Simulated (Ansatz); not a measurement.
Geometry optimisation, UHF/def2-SVP in Ansatz.

input.yaml

```yaml
crystal:
  periodic: [false, false, false]
  atoms:
    - { symbol: Ge, position_ang: [0.0, 0.0, 0.0] }
    - { symbol: F, position_ang: [0.0, 0.0, 1.93] }
    - { symbol: O, position_ang: [1.6691, 0.0, -0.5894] }
    - { symbol: H, position_ang: [1.9855, -0.9521, -0.7061] }
    - { symbol: O, position_ang: [-0.8337, 1.4443, -0.5894] }
    - { symbol: H, position_ang: [-1.7915, 1.2136, -0.8118] }
    - { symbol: O, position_ang: [-0.8337, -1.4443, -0.5894] }
    - { symbol: H, position_ang: [-1.2883, -1.91, 0.183] }
    - { symbol: F, position_ang: [0.0, 0.0, 3.37] }
magnetization:
  spin_polarized: true
  initial_magnetization: 1
basis:
  gaussian: { orbitals: def2-SVP }
hamiltonian:
  xc: hf
relax:
  f_tol: 0.15
  max_steps: 25
  restrain:
    - { distance: [1, 8], at: 1.14, k: 30.0 }
    - { distance: [0, 1], at: 2.88, k: 30.0 }
```

Command:

```bash
$ ansatz run input.yaml --threads 4 --pin off --max-ram 5120MiB --backend cpu --events-out ev --progress --plain --runs-dir out
```

Problem. Where does it end, and by what steps?

Solution. It converged. The restraints hold the end off the free minimum; the threshold counts their pulls, which the force column leaves out. Restrained pairs: F2–F9 (1.44 → 1.28 Å), Ge1–F2 (1.93 → 2.89 Å). After 10 steps the energy has risen by 1.443 eV (the restraints' own energy left out); F2 moved furthest, 0.83 Å. The start is strongly strained (largest force component 18 eV/Å), so its close contacts needn't be bonds.

```tsv
step	energy less start (eV)	largest force component (eV/Å)	accepted
0	0.0000	18.412	yes
1	0.3952	15.572	yes
2	1.7766	8.896	yes
3	1.9813	4.206	yes
4	1.8366	6.625	yes
5	1.4014	1.759	yes
6	1.4290	3.232	yes
7	1.4471	4.013	yes
8	1.4430	4.026	yes
9	1.5162	3.741	no
10	1.4431	4.030	yes
```

```xyz
9
Properties=species:S:1:pos:R:3
Ge -0.006 -0.009 -0.136
F 0.013 0.027 2.759
O 1.597 -0.022 -0.842
H 1.982 -0.874 -0.979
O -0.813 1.384 -0.834
H -1.720 1.255 -1.066
O -0.833 -1.472 -0.687
H -1.329 -1.968 -0.054
F 0.016 0.029 4.034
```

Time of the run: 19 s on 4 threads of Arm Neoverse V2, on a shared host, peak memory 0.38 GiB.
